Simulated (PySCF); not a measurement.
H8N2OSi2, SMILES N[SiH2][Si@@H](N)O.

The structure is a stationary point at PBE-D3(BJ)/def2-SVP. The structure was generated by enumeration; whether it is a known compound was not checked. One conformer was computed; it need not be the lowest.

Level of theory: TDA-PBE/def2-SVPD (PySCF 2.14.0).

Vertical excitations. Isolated molecule, no solvent.

Computed UV-visible absorptions:
```csv
state,energy (eV),λ (nm),f,main pairs
S1,4.87,254,0.019,HOMO→LUMO 94 %
S2,5.08,244,0.017,HOMO→LUMO+1 94 %
S3,5.60,221,0.034,"HOMO−1→LUMO 81 %, HOMO−1→LUMO+1 16 %"
S4,5.77,215,0.052,"HOMO−1→LUMO+1 70 %, HOMO→LUMO+2 13 %, HOMO−1→LUMO 13 %"
S5,5.78,215,0.007,HOMO→LUMO+2 82 %
S6,6.33,196,0.007,"HOMO→LUMO+3 61 %, HOMO−1→LUMO+2 22 %, HOMO→LUMO+4 14 %"
S7,6.36,195,0.009,"HOMO−1→LUMO+2 67 %, HOMO−2→LUMO 13 %, HOMO→LUMO+3 11 %"
S8,6.41,194,0.016,HOMO→LUMO+4 74 %
S9,6.47,192,0.045,HOMO−2→LUMO 72 %
S10,6.58,188,0.028,"HOMO→LUMO+5 47 %, HOMO−2→LUMO+1 42 %"
T1,4.54,273,0,HOMO→LUMO 96 %
T2,4.75,261,0,HOMO→LUMO+1 96 %
T3,5.23,237,0,HOMO−1→LUMO 99 %
T4,5.42,229,0,HOMO−1→LUMO+1 95 %
```
Triplets are in the Tamm–Dancoff approximation.
